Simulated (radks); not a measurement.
The numbers below are computed, except where a source is named.
Kinetic energies: the exact non-interacting value of the Kohn-Sham orbitals and orbital-free approximations, as 100 (|E| - |E exact|)/|E exact|, negative where the magnitude is too small. Species: Bi3+ [Hg]; Sn3+ [Kr] 4d10 5s1; F7+ [He]; Ir4+ [Xe] 4f14 5d5. Code: a radial shooting solver on a logarithmic mesh with Libxc functionals. Model: non-relativistic Kohn-Sham, LDA (Slater exchange, Perdew-Wang correlation), spin-polarised, spherical densities, point nucleus. Every spin shell is full or empty, so the densities are truly spherical. Functionals are evaluated on that one density, not self-consistently.

\begin{tabular}{lrrrr}
functional & Bi3+ & Sn3+ & F7+ & Ir4+ \\ \hline
exact (hartree) & 20082.3 & 6014.69 & 74.7788 & 16792.4 \\
Thomas-Fermi & -4.56 & -5.29 & -8.69 & -4.70 \\
TF + vW & +30.39 & +36.24 & +91.31 & +31.17 \\
TF + vW/5 & +2.43 & +3.01 & +11.31 & +2.48 \\
LC94 & +0.03 & +0.07 & +1.94 & -0.01 \\
APBEK & +0.05 & +0.12 & +1.80 & +0.02 \\
revAPBEK & +0.18 & +0.30 & +2.69 & +0.16 \\
Perdew 92 & -0.66 & -0.67 & +2.44 & -0.71 \\
Thakkar & -0.79 & -0.57 & +2.15 & -0.79 \\
Pearson & -0.82 & -0.92 & -2.61 & -0.87 \\
LKT & +15.69 & +19.17 & +62.13 & +16.12 \\
PG1 & +12.22 & +15.06 & +54.76 & +12.57 \\
DePristo-Kress & -0.19 & -0.10 & +2.55 & -0.22 \\
Ernzerhof & -0.47 & -0.40 & +6.26 & -0.50 \\
\end{tabular}
